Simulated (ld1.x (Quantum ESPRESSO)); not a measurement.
## Cutoff test, Te, TM

ld1.x (Quantum ESPRESSO) 7.5 input, shortened:

```
&input
   title='Te', zed=52., rel=2, dft='PBE', iswitch=3,
   config='[Kr] 4d10 5s2 5p4 5d-2', rel_dist='average'
 /
 &inputp
   pseudotype=2, tm=.true., lloc=-1, rcloc=1.90,
   nlcc=.true., rcore=1.30
 /
3
5S  1  0   2.00   0.00  1.65  1.65  0.0
5P  2  1   4.00   0.00  1.85  1.85  0.0
5D  3  2  -2.00   0.20  1.95  1.95  0.0
 &test
   configts(1)='5s2 5p4'
 /
```

Open shells are filled in proportion to 2j + 1 (rel_dist='average').

The pseudo-atom Hamiltonian at the reference potential is diagonalised in spherical Bessel functions j_l(qr) that vanish at 20 bohr, with q² up to the cutoff. All-electron valence levels (Ry): 5s -1.1092, 5p1/2 -0.4777, 5p3/2 -0.4195.

Question: How do the lowest levels (Ry) of each channel move with the cutoff, and are there ghosts?

Answer:

```csv
cutoff (Ry),s #1,p1/2 #1,p1/2 #2,p3/2 #1,p3/2 #2,d3/2 #1,d5/2 #1,d5/2 #2,f #1,f #2,Σ f·Δε (mRy)
8,-1.0681,-0.4653,0.0234,-0.4093,0.0261,0.0595,-35.8713,0.0602,0.1127,0.2356,128.1
12,-1.0974,-0.4727,0.0232,-0.4157,0.0259,0.0593,-41.1806,0.0599,0.1127,0.2355,42.7
18,-1.1005,-0.4769,0.0230,-0.4176,0.0258,0.0592,-54.7118,0.0598,0.1127,0.2355,25.6
25,-1.1039,-0.4772,0.0230,-0.4184,0.0257,0.0585,-116.3221,0.0592,0.1127,0.2355,16.4
40,-1.1084,-0.4779,0.0230,-0.4195,0.0256,0.0566,-301.8248,0.0571,0.1127,0.2355,3.3
50,-1.1089,-0.4780,0.0230,-0.4196,0.0256,0.0562,-348.1023,0.0566,0.1127,0.2355,2.1
60,-1.1094,-0.4780,0.0230,-0.4198,0.0256,0.0561,-370.0026,0.0564,0.1127,0.2355,0.8
80,-1.1095,-0.4780,0.0230,-0.4198,0.0256,0.0560,-396.7729,0.0562,0.1127,0.2355,0.4
400,-1.1097,-0.4781,0.0230,-0.4198,0.0256,0.0560,-404.7853,0.0562,0.1127,0.2355,0.0
```

Result: ghost state, extra bound levels that the all-electron valence spectrum of the same l lacks: d5/2 at -5507.4 eV (a true bound ghost makes a file unfit for plane-wave use); 10 mRy is reached at 30 Ry and 1 mRy at 60 Ry.
